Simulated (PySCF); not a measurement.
# Ru: electron affinity

Ru⁻ [Kr] 4d7 5s2 (4F) → Ru [Kr] 4d7 5s1 (5F), as a difference of total energies. All numbers are calculated (PySCF 2.14, a scalar-relativistic core potential, in aug-cc-pVDZ-PP with ECP28MDF (5s5p4d2f, 54 functions)). Correlated levels: valence: 4s2 4p6 frozen. The calculations carry no spin-orbit coupling.

```tsv
method	electron affinity (eV)	difference from reference (eV)
UHF	-0.165	-1.211
MP2 (valence)	0.534	-0.512
SCS-MP2 (valence)	0.623	-0.423
CCSD (valence)	0.779	-0.267
CCSD(T) (valence)	0.888	-0.158
```

Reference: 1.046 eV (measured; photodetachment measurements, as compiled on the Wikipedia data page of electron affinities).

The reference lies between the lowest fine-structure levels, while these numbers refer to the centres of the terms.

Errors of the correlated levels include the incompleteness of this basis and the frozen core.

A negative affinity means that the anion lies above the atom at that level of theory.

The coupled-cluster amplitudes are large for Ru⁻ (T1 above 0.03 or a double amplitude above 0.15), so a single reference is strained.
